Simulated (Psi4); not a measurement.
Input file for Psi4: SAPT0/jun-cc-pV(D+d)Z on C3H6O2 (a complex), monomers drawn apart or pushed together.

```
memory 8100 MB

molecule dimer {
0 1
C    -0.58150730   -0.24367681   -0.01598849
C     0.61768397    0.32000242    0.07119156
H    -0.80659325   -1.16662531    0.50484006
H    -1.37330316    0.19039615   -0.61470625
H     0.85552135    1.23807526   -0.45262081
H     1.40550771   -0.12684313    0.66566728
--
0 1
O     0.27038019   -1.29119630    5.15816913
C    -0.22403438   -0.31591716    5.65284322
O    -0.67738559    0.75131424    4.98659070
H    -0.36982928   -0.17222843    6.73187011
H    -0.53828976    0.60305595    4.02819585
units angstrom
symmetry c1
no_reorient
no_com
}

set {
  basis jun-cc-pV(D+d)Z
  scf_type df
  freeze_core true
}

energy('sapt0')
```

Output:

```
[...]
==> Input File <==

--------------------------------------------------------------------------
memory 8100 MB

molecule dimer {
0 1
C    -0.58150730   -0.24367681   -0.01598849
C     0.61768397    0.32000242    0.07119156
H    -0.80659325   -1.16662531    0.50484006
H    -1.37330316    0.19039615   -0.61470625
H     0.85552135    1.23807526   -0.45262081
H     1.40550771   -0.12684313    0.66566728
--
0 1
O     0.27038019   -1.29119630    5.15816913
C    -0.22403438   -0.31591716    5.65284322
O    -0.67738559    0.75131424    4.98659070
H    -0.36982928   -0.17222843    6.73187011
H    -0.53828976    0.60305595    4.02819585
units angstrom
symmetry c1
no_reorient
no_com
}

set {
  basis jun-cc-pV(D+d)Z
  scf_type df
  freeze_core true
}

energy('sapt0')
--------------------------------------------------------------------------


   => Loading Basis Set <=

    Name: JUN-CC-PV(D+D)Z
    Role: ORBITAL
    Keyword: BASIS
    atoms 1-2, 8     entry C          line   188 file jun-cc-pv_dpd_z.gbs
    atoms 3-6, 10-11 entry H          line    60 file jun-cc-pv_dpd_z.gbs
    atoms 7, 9       entry O          line   256 file jun-cc-pv_dpd_z.gbs

   => Loading Basis Set <=

    Name: JUN-CC-PV(D+D)Z
    Role: ORBITAL
    Keyword: BASIS
    atoms 1-2, 8     entry C          line   188 file jun-cc-pv_dpd_z.gbs
    atoms 3-6, 10-11 entry H          line    60 file jun-cc-pv_dpd_z.gbs
    atoms 7, 9       entry O          line   256 file jun-cc-pv_dpd_z.gbs


  //>>>>>>>>>>>>>>>>>>>>>>>>>>>>>>>>>>>//
  //              Dimer HF             //
  //<<<<<<<<<<<<<<<<<<<<<<<<<<<<<<<<<<<//

   => Libint2 <=

    Primary   basis highest AM E, G, H:  7, 6, 3
    Auxiliary basis highest AM E, G, H:  7, 7, 4
    Onebody   basis highest AM E, G, H:  -, -, -
    Solid Harmonics ordering:            Gaussian


   => Loading Basis Set <=

    Name: JUN-CC-PV(D+D)Z
    Role: ORBITAL
    Keyword: BASIS
    atoms 1-2, 8     entry C          line   188 file jun-cc-pv_dpd_z.gbs
    atoms 3-6, 10-11 entry H          line    60 file jun-cc-pv_dpd_z.gbs
    atoms 7, 9       entry O          line   256 file jun-cc-pv_dpd_z.gbs


         ---------------------------------------------------------
                                   SCF
               by Justin Turney, Rob Parrish, Andy Simmonett
                          and Daniel G. A. Smith
                              RHF Reference
                        4 Threads,   7724 MiB Core
         ---------------------------------------------------------

  ==> Geometry <==

    Molecular point group: c1
    Full point group: C1

    Geometry (in Angstrom), charge = 0, multiplicity = 1:

       Center              X                  Y                   Z               Mass
    ------------   -----------------  -----------------  -----------------  -----------------
         C           -0.581507300000    -0.243676810000    -0.015988490000    12.000000000000
         C            0.617683970000     0.320002420000     0.071191560000    12.000000000000
         H           -0.806593250000    -1.166625310000     0.504840060000     1.007825032230
         H           -1.373303160000     0.190396150000    -0.614706250000     1.007825032230
         H            0.855521350000     1.238075260000    -0.452620810000     1.007825032230
         H            1.405507710000    -0.126843130000     0.665667280000     1.007825032230
         O            0.270380190000    -1.291196300000     5.158169130000    15.994914619570
         C           -0.224034380000    -0.315917160000     5.652843220000    12.000000000000
         O           -0.677385590000     0.751314240000     4.986590700000    15.994914619570
         H           -0.369829280000    -0.172228430000     6.731870110000     1.007825032230
         H           -0.538289760000     0.603055950000     4.028195850000     1.007825032230

  Running in c1 symmetry.

  Rotational constants: A =      0.28108  B =      0.01304  C =      0.01278 [cm^-1]
  Rotational constants: A =   8426.63437  B =    390.99895  C =    383.12550 [MHz]
  Nuclear repulsion =  141.695854256454879

  Charge       = 0
  Multiplicity = 1
  Electrons    = 40
  Nalpha       = 20
  Nbeta        = 20

  ==> Algorithm <==

  SCF Algorithm Type is DF.
  DIIS enabled.
  MOM disabled.
  Fractional occupation disabled.
  Guess Type is SAD.
  Energy threshold   = 1.00e-08
  Density threshold  = 1.00e-08
  Integral threshold = 1.00e-12

  ==> Primary Basis <==

  Basis Set: JUN-CC-PV(D+D)Z
    Blend: JUN-CC-PV(D+D)Z
    Number of shells: 58
    Number of basis functions: 120
    Number of Cartesian functions: 125
    Spherical Harmonics?: true
    Max angular momentum: 2

   => Loading Basis Set <=

    Name: (JUN-CC-PV(D+D)Z AUX)
    Role: JKFIT
    Keyword: DF_BASIS_SCF
    atoms 1-2, 8     entry C          line   146 file jun-cc-pvdz-jkfit.gbs
    atoms 3-6, 10-11 entry H          line    70 file jun-cc-pvdz-jkfit.gbs
    atoms 7, 9       entry O          line   258 file jun-cc-pvdz-jkf
[...]
   117A      5.228812
     118A      5.574019   119A     18.125153   120A     18.629303

    Final Occupation by Irrep:
              A
    DOCC [    12 ]
    NA   [    12 ]
    NB   [    12 ]

  @DF-RHF Final Energy:  -188.79112310511462

   => Energetics <=

    Nuclear Repulsion Energy =             70.2345321195833350
    One-Electron Energy =                -397.9264120505457640
    Two-Electron Energy =                 138.9007568258478216
    Total Energy =                       -188.7911231051146217

Computation Completed


Properties will be evaluated at   0.000000,   0.000000,   0.000000 [a0]

Properties computed using the SCF density matrix


 Multipole Moments:

 ------------------------------------------------------------------------------------
     Multipole            Electronic (a.u.)      Nuclear  (a.u.)        Total (a.u.)
 ------------------------------------------------------------------------------------

 L = 1.  Multiply by 2.5417464519 to convert [e a0] to [Debye]
 Dipole X            :         10.1114171          -10.4093079           -0.2978908
 Dipole Y            :         11.5565103          -10.9296693            0.6268410
 Dipole Z            :       -237.7516504          237.7940723            0.0424219
 Magnitude           :                                                    0.6953188

 ------------------------------------------------------------------------------------

  Constructing Basis Sets for SAPT...

   => Loading Basis Set <=

    Name: (JUN-CC-PV(D+D)Z AUX)
    Role: RIFIT
    Keyword: DF_BASIS_SAPT
    atoms 1-2, 8     entry C          line   100 file jun-cc-pvdz-ri.gbs
    atoms 3-6, 10-11 entry H          line    30 file jun-cc-pvdz-ri.gbs
    atoms 7, 9       entry O          line   188 file jun-cc-pvdz-ri.gbs

   => Loading Basis Set <=

    Name: (JUN-CC-PV(D+D)Z AUX)
    Role: JKFIT
    Keyword: DF_BASIS_ELST
    atoms 1-2, 8     entry C          line   146 file jun-cc-pvdz-jkfit.gbs
    atoms 3-6, 10-11 entry H          line    70 file jun-cc-pvdz-jkfit.gbs
    atoms 7, 9       entry O          line   258 file jun-cc-pvdz-jkfit.gbs


  //>>>>>>>>>>>>>>>>>>>>>>>>>>>>>>>>>>>//
  //               SAPT0               //
  //<<<<<<<<<<<<<<<<<<<<<<<<<<<<<<<<<<<//



        SAPT0
    Ed Hohenstein
     6 June 2009

      Orbital Information
  --------------------------
    NSO        =       120
    NMO        =       120
    NRI        =       409
    NRI (Elst) =       533
    NOCC A     =         8
    NOCC B     =        12
    FOCC A     =         2
    FOCC B     =         3
    NVIR A     =       112
    NVIR B     =       108

    Elst10,r            =    -0.001047794904 [Eh]
    Exch10              =     0.000044662985 [Eh]
    Exch10 (S^2)        =     0.000044659919 [Eh]

    Maxiter = 50
    CPHF R converge = 1.000000E-08

    Iter     Energy [mEh]          dE [mEh]         Residual      Time [s]
       1      -0.06291879       0.062918786     1.436391e-03             0
       2      -0.07451332       0.011594537     5.477694e-04             0
       3      -0.07821328       0.003699954     9.037467e-05             0
       4      -0.07803689      -0.000176388     3.027072e-05             0
       5      -0.07790479      -0.000132095     4.422842e-06             0
       6      -0.07791959       0.000014798     6.592674e-07             0
       7      -0.07791851      -0.000001079     1.144549e-07             0
       8      -0.07791858       0.000000071     3.536168e-08             0
       9      -0.07791860       0.000000016     9.299731e-09             0

    CHF Iterations converged

    Maxiter = 50
    CPHF R converge = 1.000000E-08

    Iter     Energy [mEh]          dE [mEh]         Residual      Time [s]
       1      -0.00478813       0.004788130     5.246041e-04             0
       2      -0.00567210       0.000883973     2.771577e-04             0
       3      -0.00610455       0.000432445     7.822536e-05             0
       4      -0.00612712       0.000022573     2.662130e-05             0
       5      -0.00609819      -0.000028935     9.599113e-06             0
       6      -0.00609978       0.000001599     3.592899e-06             0
       7      -0.00610230       0.000002516     9.345815e-07             0
       8      -0.00610235       0.000000046     2.873987e-07             0
       9      -0.00610211      -0.000000236     4.899247e-08             0
      10      -0.00610214       0.000000026     1.024087e-08             0
      11      -0.00610214      -0.000000000     2.184084e-09             0

    CHF Iterations converged

    Ind20,r (A<-B)      =    -0.000077918599 [Eh]
    Ind20,r (B<-A)      =    -0.000006102137 [Eh]
    Ind20,r             =    -0.000084020735 [Eh]
    Exch-Ind20,r (A<-B) =     0.000014415080 [Eh]
    Exch-Ind20,r (B<-A) =     0.000000640194 [Eh]
    Exch-Ind20,r        =     0.000015055274 [Eh]
    Disp20              =    -0.000248027332 [Eh]
    Disp20 (SS)         =    -0.000124013666 [Eh]
    Disp20 (OS)         =    -0.000124013666 [Eh]
    Exch-Disp20         =     0.000003949263 [Eh]
    Exch-Disp20 (SS)    =     0.000002448260 [Eh]
    Exch-Disp20 (OS)    =     0.000001501004 [Eh]

    SAPT Results
  --------------------------------------------------------------------------------------------------------
    Electrostatics                 -1.04779490 [mEh]      -0.65750123 [kcal/mol]      -2.75098514 [kJ/mol]
      Elst10,r                     -1.04779490 [mEh]      -0.65750123 [kcal/mol]      -2.75098514 [kJ/mol]

    Exchange                        0.04466299 [mEh]       0.02802645 [kcal/mol]       0.11726265 [kJ/mol]
      Exch10                        0.04466299 [mEh]       0.02802645 [kcal/mol]       0.11726265 [kJ/mol]
      Exch10(S^2)                   0.04465992 [mEh]       0.02802452 [kcal/mol]       0.11725460 [kJ/mol]

    Induction                      -0.07663220 [mEh]      -0.04808743 [kcal/mol]      -0.20119780 [kJ/mol]
      Ind20,r                      -0.08402074 [mEh]      -0.05272381 [kcal/mol]      -0.22059641 [kJ/mol]
      Exch-Ind20,r                  0.01505527 [mEh]       0.00944733 [kcal/mol]       0.03952762 [kJ/mol]
      delta HF,r (2)               -0.00766674 [mEh]      -0.00481095 [kcal/mol]      -0.02012901 [kJ/mol]

    Dispersion                     -0.24407807 [mEh]      -0.15316130 [kcal/mol]      -0.64082688 [kJ/mol]
      Disp20                       -0.24802733 [mEh]      -0.15563950 [kcal/mol]      -0.65119567 [kJ/mol]
      Exch-Disp20                   0.00394926 [mEh]       0.00247820 [kcal/mol]       0.01036879 [kJ/mol]
      Disp20 (SS)                  -0.12401367 [mEh]      -0.07781975 [kcal/mol]      -0.32559784 [kJ/mol]
      Disp20 (OS)                  -0.12401367 [mEh]      -0.07781975 [kcal/mol]      -0.32559784 [kJ/mol]
      Exch-Disp20 (SS)              0.00244826 [mEh]       0.00153631 [kcal/mol]       0.00642790 [kJ/mol]
      Exch-Disp20 (OS)              0.00150100 [mEh]       0.00094189 [kcal/mol]       0.00394088 [kJ/mol]

  Total HF                         -1.07976412 [mEh]      -0.67756221 [kcal/mol]      -2.83492029 [kJ/mol]
  Total SAPT0                      -1.32384218 [mEh]      -0.83072351 [kcal/mol]      -3.47574718 [kJ/mol]

  Special recipe for scaled SAPT0 (see Manual):
    Electrostatics sSAPT0          -1.04779490 [mEh]      -0.65750123 [kcal/mol]      -2.75098514 [kJ/mol]
    Exchange sSAPT0                 0.04466299 [mEh]       0.02802645 [kcal/mol]       0.11726265 [kJ/mol]
    Induction sSAPT0               -0.07662910 [mEh]      -0.04808548 [kcal/mol]      -0.20118966 [kJ/mol]
    Dispersion sSAPT0              -0.24407726 [mEh]      -0.15316079 [kcal/mol]      -0.64082475 [kJ/mol]
  Total sSAPT0                     -1.32383827 [mEh]      -0.83072106 [kcal/mol]      -3.47573690 [kJ/mol]
  --------------------------------------------------------------------------------------------------------



*** Psi4 exiting successfully. Buy a developer a beer!
```

The run finished.

Cost: about 11 core-seconds (a rough figure).
